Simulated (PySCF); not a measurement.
**Continuum solvent and chemical shifts**

Cartesian coordinates in Å; atom numbers follow the order of the lines, from 1:
```xyz
20

C    -1.536    2.180    0.665
C    -0.904    1.445   -0.069
C    -0.307    0.451   -0.945
B    -1.677   -0.345   -1.061
C    -1.567   -1.591   -0.116
C    -0.283   -1.374    0.687
C     0.629   -0.529   -0.198
O     1.631    0.048    0.580
C     2.579    0.777   -0.136
H    -2.058    2.855    1.318
H     0.112    0.914   -1.849
H    -2.591   -0.031   -1.784
H    -1.445   -2.436   -0.829
H    -2.453   -1.849    0.482
H    -0.493   -0.781    1.593
H     0.216   -2.298    1.015
H     1.089   -1.171   -0.982
H     3.359    1.095    0.569
H     3.052    0.169   -0.933
H     2.148    1.683   -0.605
```

GIAO PBE0/pcSseg-1 in PySCF on one PBE0-D3(BJ)/def2-SVP conformer, non-relativistic, equivalent nuclei averaged. Solvents enter as an IEF-PCM continuum (tetrahydrofuran with ε = 7.4, dimethylsulfoxide with ε = 46.8) around the gas-phase geometry. Shifts are referred to TMS, BF3·OEt2 computed in the same medium.

Gas phase, δ in ppm: C1 88.7, C7 87.0, C2 74.6, C9 57.2, C3 33.4, C6 30.7, C5 25.8, B4 66.7, H12 6.38, H18/H19/H20 3.38, H17 3.38, H11 3.12, H10 2.16, H15 1.90. Dipole moment 0.91 D.

(1) How does each δ change in the continuum?

(2) Which nuclei move most (in ppm), and what does the model miss?

Results:

(1) 
| atoms | environment | Δδ, tetrahydrofuran | Δδ, dimethylsulfoxide |
| --- | --- | --- | --- |
| C1 | terminal alkyne carbon | +1.4 | +1.6 |
| C7 | sp3 CH bonded to O | +0.2 | +0.2 |
| C2 | alkyne carbon | +2.0 | +2.6 |
| C9 | methyl carbon bonded to O | +0.7 | +0.8 |
| C3 | propargylic sp3 CH bonded to B | +0.5 | +0.6 |
| C6 | sp3 CH2 in a ring | +0.7 | +0.9 |
| C5 | sp3 CH2 bonded to B | +0.6 | +0.7 |
| B4 | boron bonded to 2 C, H, in a 5-membered ring | +0.9 | +1.1 |
| H12 | hydrogen on a boron bonded to 2 C, in a 5-membered ring | -0.04 | -0.05 |
| H18/H19/H20 | hydrogen on a methyl carbon bonded to O | +0.09 | +0.11 |
| H17 | hydrogen on an sp3 CH bonded to O | +0.21 | +0.29 |
| H11 | hydrogen on a propargylic sp3 CH bonded to B | +0.22 | +0.28 |
| H10 | hydrogen on a terminal alkyne carbon | +0.35 | +0.43 |
| H15 | hydrogen on an sp3 CH2 in a ring | -0.19 | -0.27 |

Changes are relative to the gas phase. The dipole moment becomes 1.37 D in tetrahydrofuran, 1.55 D in dimethylsulfoxide.

(2) C2 (alkyne carbon, +2.6 ppm) in dimethylsulfoxide. A continuum only polarises the solute; specific hydrogen bonds, the anisotropy of aromatic solvents and changes of geometry or conformer are outside it.
